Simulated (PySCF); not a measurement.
# DyCl2: one run

DyCl2 (singlet in the valence; each metal's 4f electrons, 10 of them, lie in its core potential, out of spins and levels). PySCF 2.14.0, RKS PBE0, Dy lcecp-0-SVP with ECP56, Cl def2-SVP; non-relativistic Hamiltonian with scalar-relativistic core potentials where named; density fitting; no spin-orbit coupling. The geometry is an unrelaxed template.

```python
mol = gto.M(atom='''
Dy     0.00000     0.00000     0.00000
Cl     2.51900     0.00000     1.12730
Cl    -2.51900     0.00000     1.12730''',
    basis={'Dy': 'lcecp-0-SVP', 'Cl': 'def2-SVP'},
    ecp={'Dy': 'lcecp-0-SVP'},
    charge=0, spin=0)
mf = dft.RKS(mol, xc='PBE0')
mf.grids.atom_grid = (50, 194)  # f atoms: unpruned, at least (60, 302)
mf = mf.density_fit()  # fitting sets: Dy AutoAux, Cl def2-universal-JKFIT
mf.conv_tol = 1e-08; mf.max_cycle = 55
mf.kernel(dm0)  # dm0: free metal ions and neutral atoms
```

Run from Python with OMP_NUM_THREADS=2; the lines above give its settings. Where DIIS fails, smearing, a level shift and second-order steps follow.
It took 1.9 s on 2 threads of Arm Neoverse V1 (shared host), peak memory 0.33 GiB.

Question: What does the SCF print?

Answer: 
```
init E= -981.766137019146
cycle= 1 E= -943.301454047716  delta_E= 38.5  |g|= 4.77  |ddm|= 6.05
cycle= 2 E= -928.402826179876  delta_E= 14.9  |g|= 4.94  |ddm|= 17.4
cycle= 3 E= -945.098271028426  delta_E= -16.7  |g|= 3.92  |ddm|= 17.3
cycle= 4 E= -950.777055130155  delta_E= -5.68  |g|= 0.59  |ddm|= 5.05
...
cycle= 10 E= -950.891918091199  delta_E= -4.01e-08  |g|= 0.000132  |ddm|= 0.000671
cycle= 11 E= -950.891918096314  delta_E= -5.11e-09  |g|= 1.8e-05  |ddm|= 0.000125
Extra cycle  E= -950.891918096367  delta_E= -5.32e-11  |g|= 1.7e-05  |ddm|= 5.05e-05
converged SCF energy = -950.891918096367
```

The 4f levels lie in the core potential and are missing.

Question: What are the Mulliken charges and spins?

Answer: 
| atom | charge (e) | spin (e) |
| --- | --- | --- |
| Dy1 | 0.870 | 0.000 |
| Cl2 | -0.435 | 0.000 |
| Cl3 | -0.435 | 0.000 |
The spin of the 4f electrons in the core isn't counted.

An lcecp potential fixes the number of 4f electrons, so in runs with it no electron can move into or out of that shell; real Dy(II) is rare or takes another configuration.
